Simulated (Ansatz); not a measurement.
Cost and result for the atomization energy of C3H6BFO (`CB(O)/C=C/F`) (12 atoms, 11 bonds).

Z-matrix (Å, degrees):
```
C
B 1 1.572
H 1 1.095 2 110.2
H 1 1.095 2 110.4 3 -116.3
H 1 1.094 2 114.5 3 121.8
O 2 1.367 1 121.9 3 -121.1
C 2 1.552 1 121.2 3 58.9
H 6 0.959 2 112.8 1 -0.1
C 7 1.325 2 121.0 1 -179.9
H 7 1.087 2 121.6 1 0.1
F 9 1.334 7 123.0 2 -180.0
H 9 1.085 7 125.2 2 -0.0
```

Charge 0, multiplicity 1. The geometry is a stationary point of PBE0-D4/def2-TZVP. It is one conformer, not always the lowest. Program: Ansatz. All runs use 4 threads of an Arm Neoverse V2 on a shared host. Times are those of one run each, without the atoms' runs, and a repeat can differ threefold. Electronic energies, without spin–orbit coupling; frozen cores. CCSD(T)/CBS adds CCSD(T) − MP2 in def2-TZVPP to the MP2 limit, and its time is that of the two runs behind it. T1 = 0.013. B3LYP takes the VWN-RPA correlation (the form of Gaussian; ORCA's B3LYP/G).

CCSD(T)/CBS is a level of theory with its own doubt, some kJ/mol a heavy atom from the limit and from the frozen cores, so smaller differences don't rank the functionals.

```
                             level  functions  wall time  atomization (kcal/mol)  difference from CCSD(T)/CBS  per bond
   PBE-D4/def2-TZVPP (with forces)        270      2.2 s                  1243.8                         37.8       3.4
                PBE0-D4/def2-TZVPP        270      2.3 s                  1217.5                         11.5       1.0
 B3LYP-D4/def2-TZVPP (with forces)        270        4 s                  1210.3                          4.3       0.4
r2SCAN-D4/def2-TZVPP (with forces)        270      4.2 s                  1217.0                         11.0       1.0
                 B2PLYP/def2-TZVPP        270        5 s                  1199.9                         -6.1      -0.6
                ωB97X-V/def2-TZVPP        270      6.5 s                  1208.8                          2.8       0.3
  ωB97M-V/def2-TZVPP (with forces)        270      9.5 s                  1213.8                          7.8       0.7
                    MP2/def2-QZVPP        522       21 s                  1223.3                         17.3       1.6
                CCSD(T)/def2-TZVPP        270    3.7 min                  1178.1                        -27.9      -2.5
                 CCSD(T)/CBS(def2)          –    4.1 min                  1206.0                          0.0       0.0
```

In def2-TZVPP, CCSD(T) changes the Hartree–Fock value by +281.2 kcal/mol (the triples alone add +18.6 kcal/mol) and MP2 by +310.0 kcal/mol; breaking electron pairs costs correlation energy, which Hartree–Fock lacks. From PBE to PBE0 (25 % exact exchange), in def2-TZVPP and without D4, the atomization energy moves by −25.5 kcal/mol: exact exchange takes away binding that semilocal exchange gives to molecules. The D4 term adds +7.7 kcal/mol with B3LYP and +4.1 kcal/mol with PBE0; it sums over pairs of atoms, weighted by their polarisabilities, and B3LYP, whose exchange is more repulsive, gets the larger term.
